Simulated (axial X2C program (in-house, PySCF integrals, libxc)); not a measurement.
Outer orbitals of TcC⁺ at 1.614 Å, LDA

Calculated with an axial X2C code built on PySCF integrals. Spin-free means the one-electron spin-free X2C Hamiltonian; two-component (2c) means X2C with spin–orbit coupling and atomic mean-field two-electron Coulomb and Gaunt terms, so the difference of the two also holds small scalar two-electron terms. Basis: Tc dyall-cv3z [12s12p8d5f3g], C dyall-v3z [7s6p2d1f] (cores contracted in-house); Gaussian nuclei, density fitting, unrestricted open shells. Masses: Tc 98.907 u, C 12.000 u.

The distance is close to the 2c PBE0 minimum; the highest filled and lowest empty levels are listed.

Spin-free orbitals, state M_S = 1, Λ = 0 (beyond evenly filled blocks: δ+α, δ-α) (Löwdin shares):

```tsv
symmetry	occupied	ε (eV)	atomic character
σβ	yes	-20.08	50% C s, 27% Tc d, 10% Tc s
σα	yes	-19.95	46% C s, 32% Tc d, 9% Tc s
π-α	yes	-14.80	68% Tc d, 28% C p
π+α	yes	-14.80	68% Tc d, 28% C p
π-β	yes	-14.32	59% Tc d, 36% C p
π+β	yes	-14.32	59% Tc d, 36% C p
σα	yes	-13.82	45% Tc d, 24% C p, 16% C s
σβ	yes	-13.56	39% Tc d, 37% C p, 13% C s
δ-α	yes	-13.37	99% Tc d
δ+α	yes	-13.37	99% Tc d
δ-β	no	-11.46	99% Tc d
δ+β	no	-11.46	99% Tc d
σα	no	-10.85	49% Tc s, 31% C p, 11% Tc p
σβ	no	-10.06	55% Tc s, 22% C p, 12% Tc d
```

Spinors with spin–orbit coupling (state Ω = 1):

```tsv
ω	occupied	ε (eV)	atomic character	λ mixture
-1/2	yes	-20.09	50% C s, 27% Tc d, 10% Tc s	100% σ
1/2	yes	-19.95	46% C s, 32% Tc d, 9% Tc s	100% σ
-1/2	yes	-14.84	68% Tc d, 28% C p, 2% C d	100% π
3/2	yes	-14.77	68% Tc d, 28% C p	100% π
1/2	yes	-14.36	59% Tc d, 36% C p	98% π, 2% σ
-3/2	yes	-14.30	59% Tc d, 36% C p	99% π, 1% δ
1/2	yes	-13.82	45% Tc d, 24% C p, 16% C s	98% σ, 2% π
-1/2	yes	-13.56	39% Tc d, 37% C p, 13% C s	100% σ
-3/2	yes	-13.47	99% Tc d	99% δ, 1% π
5/2	yes	-13.27	99% Tc d	100% δ
3/2	no	-11.57	99% Tc d	100% δ
-5/2	no	-11.36	99% Tc d	100% δ
1/2	no	-10.84	49% Tc s, 31% C p, 11% Tc p	100% σ
-1/2	no	-10.06	55% Tc s, 22% C p, 12% Tc d	100% σ
```

**Question.** How does the gap between the highest filled and lowest empty level change from the spin-free to the 2c table?

**Answer.** From 1.91 to 1.70 eV at LDA, a change of -0.21 eV.

Mulliken charges and populations of the two-component result (they depend on the basis, above all on diffuse functions):

Tc 0.86 e (s 8.18 p 18.06 d 15.87 f 0.03), C 0.14 e (s 3.71 p 2.07 d 0.07 f 0.01). ⟨Lz⟩ = 0.00 ħ and ⟨Sz⟩ = 1.00 ħ (1.18 and -0.18 on the two atoms), which add up to Ω.

One determinant describes the state; a PBE0 search over occupations chose it and may have missed a lower one. Density functionals use the spin component along the axis (collinear). With several unpaired electrons one determinant need not be a pure state. Open-shell Ω = 0 determinants with evenly filled partner blocks cannot be reached by this program, so the Ω shown need not be the lowest component. The determinant is spin-polarised beyond a pure state at some levels (its spin-free form has ⟨S²⟩ too high), which makes Re and μ there less reliable.
